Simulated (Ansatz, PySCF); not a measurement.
Input for PySCF:
```python
from pyscf import gto, scf, dft

mol = gto.Mole()
mol.atom = '''
    Sr    0.425384   -0.919032    0.192484
    Cl    0.492964    1.274487   -1.174331
    Cl   -1.443822    0.779820    0.744072
'''
mol.basis = 'def2-tzvp'
mol.ecp = {'Sr': 'def2-tzvp'}
mol.charge = 1
mol.spin = 1
mol.verbose = 3
mol.build()

mf = dft.UKS(mol)
mf.xc = 'wb97m_v'
mf.grids.atom_grid = (99, 590)
mf.grids.prune = None
mf.kernel()
```

### Question
Write the same job for Ansatz (a first-principles code).

### Answer
Several could match; the one computed here: 
Ansatz 0.2 input:
```yaml
crystal:
  periodic: [false, false, false]
  atoms:
    - {symbol: Sr, position_ang: [0.42538366, -0.91903218, 0.19248417]}
    - {symbol: Cl, position_ang: [0.49296414, 1.27448702, -1.17433119]}
    - {symbol: Cl, position_ang: [-1.44382173, 0.77982020, 0.74407246]}
basis:
  gaussian:
    orbitals: def2-TZVP
hamiltonian:
  xc: {name: wB97M-V}
total_charge: 1
magnetization: {spin_polarized: true, initial_magnetization: 1}
accuracy: high
```

Both were run: PySCF gave -950.865295 Eh and Ansatz -950.865287 Eh, 0.008 mEh apart.
